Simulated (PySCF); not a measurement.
OSi, triplet, at a GFN2-xTB geometry (the spin is typed, not shown lowest), with bond 2-1 at 1.3 times its length; SVWN5/def2-SVP (PySCF).

The PySCF input:
```python
from pyscf import gto, scf, dft

mol = gto.Mole()
mol.atom = '''
    Si   -0.00000000   -0.00000000   -0.55809941
    O     0.00000000    0.00000000    1.43710598
'''
mol.basis = 'def2-svp'
mol.spin = 2
mol.verbose = 4
mol.build()

mf = dft.UKS(mol)
mf.xc = 'lda,vwn'
mf.diis_space = 20
mf.kernel()
mf.analyze()
```

It wrote (shortened):

```
PySCF version 2.14.0

[INPUT] verbose = 4
[INPUT] num. atoms = 2
[INPUT] num. electrons = 22
[INPUT] charge = 0
[INPUT] spin (= nelec alpha-beta = 2S) = 2
[INPUT] symmetry False subgroup None
[INPUT] Mole.unit = angstrom
[INPUT] Symbol           X                Y                Z      unit          X                Y                Z       unit  Magmom
[INPUT]  1 Si     0.000000000000   0.000000000000  -0.558099410000 AA    0.000000000000   0.000000000000  -1.054655035181 Bohr   0.0
[INPUT]  2 O      0.000000000000   0.000000000000   1.437105980000 AA    0.000000000000   0.000000000000   2.715736714175 Bohr   0.0

nuclear repulsion = 29.7051360827769
number of shells = 14
number of NR pGTOs = 60
number of NR cGTOs = 32
basis = def2-svp
ecp = {}

******** <class 'pyscf.dft.uks.UKS'> ********
method = UKS
initial guess = minao
damping factor = 0
level_shift factor = 0
DIIS = <class 'pyscf.scf.diis.CDIIS'>
diis_start_cycle = 1
diis_space = 20
diis_damp = 0
SCF conv_tol = 1e-09
SCF conv_tol_grad = None
SCF max_cycles = 50
direct_scf = True
direct_scf_tol = 1e-13
number electrons alpha = 12  beta = 10
XC library pyscf.dft.libxc version 7.1.2
    S. Lehtola, C. Steigemann, M. J. T. Oliveira, and M. A. L. Marques,  SoftwareX 7, 1–5 (2018)
XC functionals = lda,vwn
    P. A. M. Dirac,  Math. Proc. Cambridge Philos. Soc. 26, 376 (1930)
    F. Bloch,  Z. Phys. 57, 545 (1929)
    S. H. Vosko, L. Wilk, and M. Nusair,  Can. J. Phys. 58, 1200 (1980)
radial grids:
    Treutler-Ahlrichs [JCP 102, 346 (1995); DOI:10.1063/1.469408] (M4) radial grids

becke partition: Becke, JCP 88, 2547 (1988); DOI:10.1063/1.454033
pruning grids: <function nwchem_prune>
grids dens level: 3
symmetrized grids: False
atomic radii adjust function: <function treutler_atomic_radii_adjust>
small_rho_cutoff = 0
Set gradient conv threshold to 3.16228e-05
tot grids = 33264
init E= -362.592914891334

cycle= 1 E= -362.274597069559  delta_E= 0.318  |g|= 0.802  |ddm|= 1.29

cycle= 2 E= -354.122598574922  delta_E= 8.15  |g|= 2.49  |ddm|= 7.81

cycle= 3 E= -362.536726772546  delta_E= -8.41  |g|= 0.522  |ddm|= 7.56

cycle= 4 E= -362.678017518631  delta_E= -0.141  |g|= 0.101  |ddm|= 1.43

cycle= 5 E= -362.680264903681  delta_E= -0.00225  |g|=  0.1  |ddm|= 1.42

cycle= 6 E= -362.696221296397  delta_E= -0.016  |g|= 0.0497  |ddm|=  1.1

cycle= 7 E= -362.697212984622  delta_E= -0.000992  |g|= 0.0355  |ddm|= 0.0265

cycle= 8 E= -362.697891356483  delta_E= -0.000678  |g|= 0.0103  |ddm|= 0.0381

cycle= 9 E= -362.697926288724  delta_E= -3.49e-05  |g|= 0.00484  |ddm|= 0.0107

cycle= 10 E= -362.697949011912  delta_E= -2.27e-05  |g|= 0.00275  |ddm|= 0.00688

cycle= 11 E= -362.697955043909  delta_E= -6.03e-06  |g|= 0.000853  |ddm|= 0.00387

cycle= 12 E= -362.697955590096  delta_E= -5.46e-07  |g|= 0.000116  |ddm|= 0.00157

cycle= 13 E= -362.697955602757  delta_E= -1.27e-08  |g|= 4.82e-05  |ddm|= 0.000211

cycle= 14 E= -362.697955604738  delta_E= -1.98e-09  |g|= 1.14e-05  |ddm|= 6.8e-05

cycle= 15 E= -362.697955604826  delta_E= -8.86e-11  |g|= 3.13e-06  |ddm|= 1.78e-05

Extra cycle  E= -362.697955604822  delta_E= 4.55e-12  |g|= 4.36e-06  |ddm|= 1.09e-05
converged SCF energy = -362.697955604822  <S^2> = 2.0080936  2S+1 = 3.0053909
**** SCF Summaries ****
Total Energy =                        -362.697955604821686
Nuclear Repulsion Energy =              29.705136082776924
One-electron Energy =                 -563.089580267971655
Two-electron Energy =                  170.686488580373066
Two-electron Coulomb Energy =          198.256284635980052
DFT Exchange-Correlation Energy =      -27.569796055606997
**** MO energy ****
                             alpha | beta                alpha | beta
MO #1   energy= -65.1614662503995  | -65.1587486866227  occ= 1 | 1
MO #2   energy= -18.6748125786035  | -18.6475730608195  occ= 1 | 1
MO #3   energy= -5.07775967418127  | -5.07436787864099  occ= 1 | 1
MO #4   energy= -3.52637781370673  | -3.52407383963447  occ= 1 | 1
MO #5   energy= -3.52118171233453  | -3.51895416557812  occ= 1 | 1
MO #6   energy= -3.52075974996675  | -3.51269611504958  occ= 1 | 1
MO #7   energy= -0.836730891927459 | -0.778052322811087 occ= 1 | 1
MO #8   energy= -0.425568687870815 | -0.396330368910575 occ= 1 | 1
MO #9   energy= -0.345536637592134 | -0.268228863083716 occ= 1 | 1
MO #10  energy= -0.297997307750129 | -0.260592918582356 occ= 1 | 1
MO #11  energy= -0.293702303413593 | -0.246369748771483 occ= 1 | 0
MO #12  energy= -0.158177890815697 | -0.131682895946225 occ= 1 | 0
MO #13  energy= -0.148389418155317 | -0.10499552497542  occ= 0 | 0
MO #14  energy= -0.0558642841970651 | -0.0333764087224422 occ= 0 | 0
MO #15  energy= 0.122585794000041  | 0.139147225864143  occ= 0 | 0
MO #16  energy= 0.337846746548993  | 0.351425747956742  occ= 0 | 0
MO #17  energy= 0.338240352737953  | 0.353969082079995  occ= 0 | 0
MO #18  energy= 0.343592164472935  | 0.374805644714117  occ= 0 | 0
MO #19  energy= 0.377064634531979  | 0.4044926846811    occ= 0 | 0
MO #20  energy= 0.379750443146509  | 0.4161292949172    occ= 0 | 0

To work with the spin densities directly, `use mulliken_meta_spin()` only printing them here.

 ** Mulliken spin pop alpha/beta on meta-lowdin orthogonal AOs **
 ** Mulliken Spin Density (per AO)  **
spin_pop of  0 Si 1s        0.00000
spin_pop of  0 Si 2s       -0.00001
spin_pop of  0 Si 3s        0.00932
spin_pop of  0 Si 4s       -0.00066
spin_pop of  0 Si 2px       0.00004
spin_pop of  0 Si 2py      -0.00001
spin_pop of  0 Si 2pz      -0.00001
spin_pop of  0 Si 3px       0.99901
spin_pop of  0 Si 3py      -0.04101
spin_pop of  0 Si 3pz      -0.03909
spin_pop of  0 Si 4px       0.00081
spin_pop of  0 Si 4py      -0.00006
spin_pop of  0 Si 4pz      -0.00014
spin_pop of  0 Si 3dxy     -0.00000
spin_pop of  0 Si 3dyz     -0.00046
spin_pop of  0 Si 3dz^2     0.00031
spin_pop of  0 Si 3dxz      0.00200
spin_pop of  0 Si 3dx2-y2   -0.00073
spin_pop of  1 O 1s       -0.00001
spin_pop of  1 O 2s        0.00522
spin_pop of  1 O 3s       -0.00063
spin_pop of  1 O 2px       0.99777
spin_pop of  1 O 2py       0.04189
spin_pop of  1 O 2pz       0.02635
spin_pop of  1 O 3px       0.00016
spin_pop of  1 O 3py      -0.00035
spin_pop of  1 O 3pz      -0.00006
spin_pop of  1 O 3dxy      0.00000
spin_pop of  1 O 3dyz      0.00000
spin_pop of  1 O 3dz^2     0.00000
spin_pop of  1 O 3dxz      0.00021
spin_pop of  1 O 3dx2-y2    0.00013
 ** Mulliken Spin Density (per atom)  **
spin density of  0 Si =      0.92931
spin density of  1 O =      1.07069
 ** Mulliken pop alpha/beta on meta-lowdin orthogonal AOs **
 ** Mulliken pop       alpha | beta **
pop of  0 Si 1s        1.00000 | 1.00000
pop of  0 Si 2s        0.99981 | 0.99982
pop of  0 Si 3s        0.96811 | 0.95878
pop of  0 Si 4s        0.00305 | 0.00371
pop of  0 Si 2px       0.99992 | 0.99987
pop of  0 Si 2py       0.99985 | 0.99986
pop of  0 Si 2pz       0.99985 | 0.99986
pop of  0 Si 3px       0.99907 | 0.00006
pop of  0 Si 3py       0.10341 | 0.14441
pop of  0 Si 3pz       0.23993 | 0.27902
pop of  0 Si 4px       0.00087 | 0.00006
pop of  0 Si 4py       0.00011 | 0.00017
pop of  0 Si 4pz       0.00290 | 0.00305
pop of  0 Si 3dxy      0.00000 | 0.00000
pop of  0 Si 3dyz      0.00251 | 0.00297
pop of  0 Si 3dz^2     0.00310 | 0.00279
pop of  0 Si 3dxz      0.00200 | 0.00000
pop of  0 Si 3dx2-y2    0.00001 | 0.00074
pop of  1 O 1s        0.99994 | 0.99995
pop of  1 O 2s        0.95542 | 0.95020
pop of  1 O 3s        0.00086 | 0.00149
pop of  1 O 2px       0.99777 | 0.00000
pop of  1 O 2py       0.89390 | 0.85201
pop of  1 O 2pz       0.82621 | 0.79986
pop of  1 O 3px       0.00016 | 0.00000
pop of  1 O 3py       0.00003 | 0.00038
pop of  1 O 3pz       0.00015 | 0.00021
pop of  1 O 3dxy      0.00000 | 0.00000
pop of  1 O 3dyz      0.00020 | 0.00020
pop of  1 O 3dz^2     0.00051 | 0.00051
pop of  1 O 3dxz      0.00021 | 0.00000
pop of  1 O 3dx2-y2    0.00013 | 0.00000
In total            12.00000 | 10.00000
 ** Mulliken atomic charges   ( Nelec_alpha | Nelec_beta ) **
charge of  0Si =      0.28030  (     7.32450      6.39519 )
charge of  1O =     -0.28030  (     4.67550      3.60481 )
Dipole moment(X, Y, Z, Debye): -0.00000,  0.00000, -1.54394
```
